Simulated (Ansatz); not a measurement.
Job for Ansatz (a quantum-chemistry and plane-wave program): R-B3LYP/def2-TZVPP on BCl2F (SMILES FB(Cl)Cl).

Ansatz 0.2 input:
```yaml
crystal:
  periodic: [false, false, false]
  atoms:
    - {symbol: B, position_ang: [-0.09212828, 0.02215641, -0.02276497]}
    - {symbol: Cl, position_ang: [1.09380185, 1.30146097, 0.07045726]}
    - {symbol: Cl, position_ang: [0.33278262, -1.64464445, 0.28215153]}
    - {symbol: F, position_ang: [-1.33455619, 0.32102707, -0.32984382]}
basis:
  gaussian:
    orbitals: def2-TZVPP
hamiltonian:
  xc: {name: B3LYP}
scf: {lower_state_search: off}
```

Program output:

```
WARN ansatz: RAYON_NUM_THREADS=4 ignored (pool sized by the plan → 4); use --threads N
Functional definition: B3LYP
these checks for a lower state are left out or cut short: stability, starts, cluster_reference, orbital_swaps, neighbouring_geometries, increment
integrals: 0.06 GiB planned
951 factors; their error is unknown
mean field: 0.56 GiB planned
mean field evaluation 1: about -28443.8759 eV, gradient 3.2e1 eV
mean field evaluation 2: about -28441.9109 eV, gradient 5.0e1 eV
mean field evaluation 4: about -28445.3193 eV, gradient 6.2e-1 eV
mean field evaluation 8: about -28445.3205 eV, gradient 1.8e-2 eV
mean field evaluation 16: about -28445.3793 eV, gradient 4.3e-6 eV
mean field -28445.37930762 eV, -1045.3484085845 hartree, gradient 4.3e-6 eV, S^2 0.000000; 0 other end points of the search recorded, 0 dependent functions left out
reference -28445.37952855 eV, -1045.3484167033 hartree; 24, 24 occupied and 122, 122 virtual orbitals, 951 factors
Total energy: -28445.37952855 eV, -1045.3484167033 hartree
Checks for a lower state left out: stability, starts, cluster_reference, orbital_swaps, neighbouring_geometries, increment
```

The run converged.

Cost: around 2.3 core-seconds (rough).
